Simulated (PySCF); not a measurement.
## Dipole response of Ni⁺ (nickel, charge +1)

[Ar] 3d8 4s1, high-spin 4F determinant (an excited configuration). All numbers are calculated (PySCF 2.14, the non-relativistic Hamiltonian (point nucleus), in def2-QZVPPD). Coupled (time-dependent) response in atomic units; α is the mean over directions.

| method | mean α (bohr³) | C₆ (like pair) | S(−4) |
| --- | --- | --- | --- |
| UHF | 30.17 | 144.0 | 880.4 |
| PBE | 21.24 | 97.45 | 366.9 |

S(−4) is the Cauchy moment in α(ω) = α(0) + S(−4) ω² + …

α(iu) at UHF:

| u (hartree) | α(iu) (bohr³) |
| --- | --- |
| 0 | 30.17 |
| 0.0500 | 28.14 |
| 0.100 | 23.53 |
| 0.200 | 14.81 |
| 0.300 | 9.796 |
| 0.500 | 5.473 |
| 0.750 | 3.466 |
| 1.00 | 2.533 |
| 1.50 | 1.639 |
| 2.00 | 1.195 |
| 3.00 | 0.7414 |
| 5.00 | 0.3741 |

For an ion, C₆ is the dispersion term alone; charge-induced terms of lower order in 1/R come first.
